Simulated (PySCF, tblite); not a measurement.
Isomers of C6H14OSi, one GFN2-xTB conformer each. Single-point energies are computed at PBE0/pcSseg-1 (PySCF, gas phase, no added dispersion term), electronic only.

| SMILES | GFN2-xTB relative energy (kcal/mol) |
| --- | --- |
| C[C@@H](O)[C@H]1CCC[SiH2]1 | 19.4 |
| CC[C@@H](C)[C@H]1CO[SiH2]1 | 0.0 |
| CC(C)C[C@@H]1CO[SiH2]1 | 0.1 |

Conformers: `[CH3:1][C@@H:2]([OH:3])[C@H:4]1[CH2:5][CH2:6][CH2:7][SiH2:8]1` with C1–C2–O3–H 60°, C1–C2–C4–C5 72°, C2–C4–C5–C6 160°, C4–C5–C6–C7 -51°, C5–C6–C7–Si8 38°, C6–C7–Si8–C4 -13°; `[CH3:1][CH2:2][C@@H:3]([CH3:4])[C@H:5]1[CH2:6][O:7][SiH2:8]1` with C1–C2–C3–C4 69°, C2–C3–C5–C6 70°; `[CH3:1][CH:2]([CH3:3])[CH2:4][C@@H:5]1[CH2:6][O:7][SiH2:8]1` with C1–C2–C4–C5 173°, C2–C4–C5–C6 -172°.

Problem. What does PBE0/pcSseg-1 give for the same structures?

Solution. 
```
                    SMILES  PBE0/pcSseg-1 E (Eh)  PBE0/pcSseg-1 (kcal/mol)  GFN2-xTB (kcal/mol)  point group
C[C@@H](O)[C@H]1CCC[SiH2]1            -601.24543                       0.0                 19.4           C1
CC[C@@H](C)[C@H]1CO[SiH2]1            -601.24528                       0.1                  0.0           C1
    CC(C)C[C@@H]1CO[SiH2]1            -601.24520                       0.1                  0.1           C1
```

GFN2-xTB puts CC[C@@H](C)[C@H]1CO[SiH2]1 lowest instead; measured from each level's own lowest isomer, the values differ by up to 19.4 kcal/mol (C[C@@H](O)[C@H]1CCC[SiH2]1: 19.4 against 0.0). As drawn, the lowest has an O–H bond, which the highest lacks; the highest has a four-membered ring and an Si–O bond, which the lowest lacks. Neighbours under 2.5 kcal/mol apart (C[C@@H](O)[C@H]1CCC[SiH2]1 and CC[C@@H](C)[C@H]1CO[SiH2]1; CC[C@@H](C)[C@H]1CO[SiH2]1 and CC(C)C[C@@H]1CO[SiH2]1) can change places with a better method, another conformer or zero-point energy.

Problem. Which frontier levels, dipoles and rotational constants go with these structures?

Solution. 
```tsv
SMILES	HOMO (eV, PBE0/pcSseg-1)	LUMO (eV)	dipole (D)	A, B, C (MHz)
C[C@@H](O)[C@H]1CCC[SiH2]1	-7.70	0.97	1.77	2825, 1223, 912.4
CC[C@@H](C)[C@H]1CO[SiH2]1	-7.68	-0.06	1.92	3322, 967.0, 807.8
CC(C)C[C@@H]1CO[SiH2]1	-7.68	0.00	2.02	3547, 928.9, 787.9
```

Problem. What happens when harmonic zero-point energies from GFN2-xTB frequencies are added?

Solution. 
```
                    SMILES  ZPE (kcal/mol)  electronic (kcal/mol)  with ZPE (kcal/mol)
C[C@@H](O)[C@H]1CCC[SiH2]1           117.1                    0.0                  0.0
CC[C@@H](C)[C@H]1CO[SiH2]1           117.2                    0.1                  0.3
    CC(C)C[C@@H]1CO[SiH2]1           117.3                    0.1                  0.4
```

The zero-point energies span 0.2 kcal/mol. The order is unchanged.

Problem. As an exercise, what shares would exp(−E/RT) give at 500 K from these electronic energies alone (no entropy, no degeneracies)?

Solution. RT = 0.994 kcal/mol: C[C@@H](O)[C@H]1CCC[SiH2]1 36.1 %, CC[C@@H](C)[C@H]1CO[SiH2]1 32.8 %, CC(C)C[C@@H]1CO[SiH2]1 31.2 %.
